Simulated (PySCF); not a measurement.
C3H2FN3.
Bonds: F1–C2, C2–C3 (aromatic), C3–C4 (aromatic), C4–N5 (aromatic), N5–N6 (aromatic), N6–N7 (aromatic), C2–N7 (aromatic). Hydrogens: H8 on C3; H9 on C4.

Definitions: NICS(0) = −σiso at the ring centroid; NICS(1) = −σiso and NICS(1)zz = −σzz at ±1 Å along the ring normal z. Level: GIAO B3LYP/pcSseg-2 (PySCF, non-relativistic, gas phase) on the PBE0-D3(BJ)/def2-SVP geometry, one conformer.

Ring bond lengths (Å): C2–C3 1.387, C3–C4 1.384, C4–N5 1.337, N5–N6 1.304, N6–N7 1.313, N7–C2 1.315.

Question: What do the NICS probes read (ppm)?

Answer: 
| ring | type | NICS(0) | NICS(1), two faces | NICS(1)zz, two faces | rms pucker (Å) | centre to ring atoms, mean (Å) |
| --- | --- | --- | --- | --- | --- | --- |
| C2–C3–C4–N5–N6–N7 | 6-membered ring with 3 N; formal bonds all aromatic | -6.0 | -10.4 / -10.4 | -27.7 / -27.6 | 0.00 | 1.34 |

Question: What can be read from them?

Answer: 
- C2–C3–C4–N5–N6–N7: mean NICS(1)zz -27.7 ppm, shielded. The ring is flat and has no four-coordinate atom; by the NICS criterion it is aromatic.

Question: And the bond-length index? HOMA takes Krygowski's 1993 parameters.

Answer: 
- C2–C3–C4–N5–N6–N7: HOMA 0.99; the largest term is that of N7–C2, α(R − Ropt)² = 0.03. The geometric and the magnetic index point the same way.

Question: At the first NICS(1) probe listed for ring C2–C3–C4–N5–N6–N7, 1 Å off the ring, what do the in-plane components average?

Answer: The isotropic value is a third of the trace: (3 × -10.4 − (-27.7))/2 = -1.8 ppm.

Question: List the ring angles.

Answer: 
- C2–C3–C4–N5–N6–N7: C2 123.1°, C3 113.1°, C4 122.4°, N5 120.1°, N6 121.2°, N7 120.1°; sum 720.0° against 720° for a flat convex ring.

Question: How shielded are the nuclei of the rings and their hydrogens (means over atoms taken as equivalent)?

Answer: 
| atoms | environment | σ isotropic (ppm) | principal values of the symmetric part, first atom (ppm) |
| --- | --- | --- | --- |
| C2 | aromatic C–F carbon | 2.6 | -100.3, 24.5, 83.6 |
| C3 | aromatic CH carbon | 68.2 | -24.2, 60.6, 168.2 |
| C4 | aromatic CH next to a ring nitrogen | 19.1 | -111.3, 29.2, 139.4 |
| N5 | pyridine-type nitrogen | -196.3 | -535.8, -285.2, 232.2 |
| N6 | pyridine-type nitrogen | -301.9 | -780.1, -281.0, 155.5 |
| N7 | pyridine-type nitrogen | -159.9 | -466.3, -205.3, 191.8 |
| H8 | aromatic hydrogen | 24.66 | 21.6, 23.9, 28.5 |
| H9 | aromatic hydrogen | 22.43 | 19.1, 19.6, 28.6 |

Question: How do the values depend on the level or the medium?

Answer: 
| level | NICS(0), C2–C3–C4–N5–N6–N7 | mean NICS(1)zz, C2–C3–C4–N5–N6–N7 |
| --- | --- | --- |
| B3LYP/pcSseg-2, gas | -6.0 | -27.7 |
| PBE0/pcSseg-1, gas | -6.2 | -27.9 |
| PBE0/pcSseg-1, IEF-PCM acetone | -6.2 | -27.8 |
| PBE0/pcSseg-1, IEF-PCM benzene | -6.2 | -27.9 |

The geometry is the same throughout; the continuum's cavity takes Bondi-type radii × 1.2.
